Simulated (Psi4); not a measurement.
H3OSi (SMILES [OH+]=[SiH2]), charge +1, singlet, at a GFN2-xTB geometry; MP2/cc-pV(T+d)Z in Psi4.

Here is a job for Psi4.
```
memory 2 GB

molecule {
1 1
O     0.96806077   -0.29274694   -0.01801030
Si   -0.52671752    0.13783196    0.00849571
H     1.90715119   -0.08140312   -0.00537859
H    -0.91460201    1.53346203    0.09340103
H    -1.36299003   -1.03973089   -0.06287995
}

set {
  basis cc-pv(t+d)z
  freeze_core true
}

energy('mp2')
print_variables()
```

Problem. Predict the main parts of the log of this Psi4 run.

Solution. 
```
    SCF Algorithm Type (re)set to DF.

   => Loading Basis Set <=

    Name: CC-PV(T+D)Z
    Role: ORBITAL
    Keyword: BASIS

         ---------------------------------------------------------
                                   SCF
               by Justin Turney, Rob Parrish, Andy Simmonett
                          and Daniel G. A. Smith
                              RHF Reference
         ---------------------------------------------------------

  ==> Geometry <==

    Molecular point group: c1
    Full point group: C1

    Geometry (in Angstrom), charge = 1, multiplicity = 1:

       Center              X                  Y                   Z               Mass
    ------------   -----------------  -----------------  -----------------  -----------------
         O            0.960086093597    -0.284005788240    -0.017477265488    15.994914619570
         SI          -0.534692196403     0.146573111760     0.009028744512    27.976926534650
         H            1.899176513597    -0.072661968240    -0.004845555488     1.007825032230
         H           -0.922576686403     1.542203181760     0.093934064512     1.007825032230
         H           -1.370964706403    -1.030989738240    -0.062346915488     1.007825032230

  Running in c1 symmetry.

  Rotational constants: A =      4.66040  B =      0.54561  C =      0.48843 [cm^-1]
  Rotational constants: A = 139715.14756  B =  16357.02664  C =  14642.74079 [MHz]
  Nuclear repulsion =   59.615263854631927

  Charge       = 1
  Multiplicity = 1
  Electrons    = 24
  Nalpha       = 12
  Nbeta        = 12

  ==> Algorithm <==

  SCF Algorithm Type is DF.
  DIIS enabled.
  MOM disabled.
  Fractional occupation disabled.
  Guess Type is SAD.
  Energy threshold   = 1.00e-08
  Density threshold  = 1.00e-08
  Integral threshold = 1.00e-12

  ==> Primary Basis <==

  Basis Set: CC-PV(T+D)Z
    Blend: CC-PV(T+D)Z
    Number of shells: 41
    Number of basis functions: 111
    Number of Cartesian functions: 125
    Spherical Harmonics?: true
    Max angular momentum: 3

   => Loading Basis Set <=

    Name: (CC-PV(T+D)Z AUX)
    Role: JKFIT
    Keyword: DF_BASIS_SCF

  ==> Integral Setup <==

  SCF_SUBTYPE=INCORE selected. In-core MEM_DF algorithm will be used.
  Using in-core AOs.

  ==> MemDFJK: Density-Fitted J/K Matrices <==

    J tasked:                   Yes
    K tasked:                   Yes
    wK tasked:                   No
    Algorithm:                 Core
    Schwarz Cutoff:           1E-12
[...]
  @DF-RHF Final Energy:  -365.33366738894688
    Total Energy =                       -365.3336673889469353
[...]

  //>>>>>>>>>>>>>>>>>>>>>>>>>>>>>>>>>>>//
  //               DFMP2               //
  //<<<<<<<<<<<<<<<<<<<<<<<<<<<<<<<<<<<//

   => Loading Basis Set <=

    Name: (CC-PV(T+D)Z AUX)
    Role: RIFIT
    Keyword: DF_BASIS_MP2

	 --------------------------------------------------------
	                          DF-MP2
	      2nd-Order Density-Fitted Moller-Plesset Theory

	        Rob Parrish, Justin Turney, Andy Simmonett,
	           Ed Hohenstein, and C. David Sherrill
	 --------------------------------------------------------

   => Auxiliary Basis Set <=

  Basis Set: (CC-PV(T+D)Z AUX)
    Blend: CC-PVTZ-RI
    Number of shells: 85
    Number of basis functions: 293
    Number of Cartesian functions: 362
    Spherical Harmonics?: true
    Max angular momentum: 4

	 --------------------------------------------------------
	                 NBF =   111, NAUX =   293
	 --------------------------------------------------------
	   CLASS    FOCC     OCC    AOCC    AVIR     VIR    FVIR
	   PAIRS       6      12       6      99      99       0
	 --------------------------------------------------------

	-----------------------------------------------------------
	 ==================> DF-MP2 Energies <====================
	-----------------------------------------------------------
	 Reference Energy          =    -365.3336673889468784 [Eh]
	 Singles Energy            =      -0.0000000000000000 [Eh]
	 Same-Spin Energy          =      -0.0746123809049683 [Eh]
	 Opposite-Spin Energy      =      -0.2654475937314078 [Eh]
	 Correlation Energy        =      -0.3400599746363761 [Eh]
	 Total Energy              =    -365.6737273635832821 [Eh]
	-----------------------------------------------------------
	 ================> DF-SCS-MP2 Energies <==================
	-----------------------------------------------------------
	 SCS Same-Spin Scale       =       0.3333333333333333 [-]
	 SCS Opposite-Spin Scale   =       1.2000000000000000 [-]
	 SCS Same-Spin Energy      =      -0.0248707936349894 [Eh]
	 SCS Opposite-Spin Energy  =      -0.3185371124776893 [Eh]
	 SCS Correlation Energy    =      -0.3434079061126788 [Eh]
	 SCS Total Energy          =    -365.6770752950595806 [Eh]
	-----------------------------------------------------------

  Variable Map:
  ----------------------------------------------------------------------------
[...]
  Array Variable Map:
  ----------------------------------------------------------------------------
[...]
[...]
```
